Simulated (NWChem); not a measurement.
Correlation energy of H₃ClSi

```
Si
H 1 1.4872
H 1 1.4872 2 109.97
H 1 1.4872 2 109.97 3 121.24
Cl 1 2.0791 2 108.97 3 -119.38
```
Charge 0, spin multiplicity 1.

Everything below was run with NWChem. All single points use one geometry, from B3LYP/def2-SVP, a minimum by its harmonic frequencies.

Basis set: 6-31G*. Each correlation energy counts from its own Hartree-Fock reference.

| method | correlation energy (mHa) | difference from CCSD(T) |
|---|---|---|
| CCSD | -235.6 | +5.1 |
| MP2 | -203.9 | +36.9 |
| CCSD(T) | -240.8 | 0.0 |
| CR-CCSD(T) | -239.9 | +0.8 |
| SCS-MP2 | -205.7 | +35.1 |
| CR-CCSD[T] | -240.1 | +0.7 |
| CCSD+T(CCSD) | -240.9 | -0.1 |

The values span 37.0 mHa, from CCSD+T(CCSD) (lowest) to MP2 (highest). 

The correlated methods keep 10 core orbitals frozen. The Pople sets run with spherical d functions. The structure started from a generated list of species. Differences from the coupled-cluster row are differences between methods, not errors against experiment.
